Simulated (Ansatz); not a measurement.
Geometry optimisation, RKS B3LYP-D4/def2-SVP (Ansatz 0.2.0).

The input (input.yaml):

```yaml
crystal:
  periodic: [false, false, false]
  atoms:
    - { symbol: Ga, position_ang: [0.326617, -0.00301, 0.002604] }
    - { symbol: C, position_ang: [1.049513, -0.040816, 1.819983] }
    - { symbol: H, position_ang: [0.473894, -0.198321, 2.747036] }
    - { symbol: H, position_ang: [1.846764, -0.801417, 1.747361] }
    - { symbol: H, position_ang: [1.556157, 0.941717, 1.871806] }
    - { symbol: H, position_ang: [1.814019, 0.178055, -0.416881] }
    - { symbol: Cl, position_ang: [-1.589765, -0.076208, -0.969209] }
basis:
  gaussian: { orbitals: def2-SVP }
hamiltonian:
  xc: b3lyp
  dispersion: d4
relax:
  f_tol: 0.03
  max_steps: 50
output:
  orbitals: {}
```

Launched with:

```bash
$ ansatz run input.yaml --threads 2 --pin off --max-ram 3072MiB --backend cpu --events-out ev --progress --plain --runs-dir out
```

Where does it end, and by what steps?

It converged. After 9 steps the energy has fallen by 0.839 eV; H6 moved furthest, 0.85 Å.

```tsv
step	energy less start (eV)	largest force component (eV/Å)	accepted
0	0.0000	1.718	yes
1	-0.3581	0.874	yes
2	-0.5602	0.615	yes
3	-0.6811	0.334	yes
4	-0.7938	0.343	yes
5	-0.7832	1.013	no
6	-0.8282	0.145	yes
7	-0.8388	0.061	yes
8	-0.8391	0.050	yes
9	-0.8394	0.012	yes
```

```xyz
7
Properties=species:S:1:pos:R:3
Ga 0.679 0.046 -0.034
C 1.076 -0.031 1.890
H 0.162 -0.219 2.470
H 1.811 -0.826 2.097
H 1.519 0.925 2.217
H 1.654 0.198 -1.249
Cl -1.424 -0.093 -0.589
```

Whether the end is a true minimum wasn't checked by a vibrational analysis.

The run took 21 s on 2 threads of Arm Neoverse V1, with other jobs on the host, peak memory 0.17 GiB.
